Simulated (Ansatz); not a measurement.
Ge2O⁺. Total charge 1; doublet. Geometry PBE0-D4/def2-TZVP, basis def2-TZVP, Ansatz.

```csv
atom,x (Å),y (Å),z (Å)
Ge1,-1.5376,-0.8486,0.0248
Ge2,1.5374,0.8488,-0.0250
O3,0.0002,-0.0002,0.0002
```

```tsv
run	HOMO (eV)	LUMO (eV)
A	-9.24	-9.05
B	-9.87	-8.16
C	-10.29	-7.19
D	-9.52	-8.95
E	-11.31	-6.11
F	-9.33	-9.33
```

HOMO above LUMO, or a gap near zero within one spin, warns that the state may not be the lowest or that an electron is smeared out. The structure comes from a short search, and lower isomers may exist.

HOMO and LUMO are taken over both spins.

**Question.** The runs used BHLYP, LDA (SPW92), PBE, PBE0, r2SCAN, ωB97X-V. Estimate which is which.

**Answer.** A PBE (0 % exact exchange); B PBE0 (25 % exact exchange); C BHLYP (50 % exact exchange); D r2SCAN (0 % exact exchange); E ωB97X-V (range-separated); F LDA (SPW92) (0 % exact exchange). Exact exchange lowers occupied and raises empty levels; among semilocal functionals meta-GGAs tend to open the gap a little, and such runs are hard to tell apart. The gap grows from 0.00 eV (LDA (SPW92)) to 5.20 eV (ωB97X-V). At LDA (SPW92)/def2-TZVP the gap within one spin of the charge 1 doublet nearly closes, so an electron or hole may be smeared out by delocalisation error.
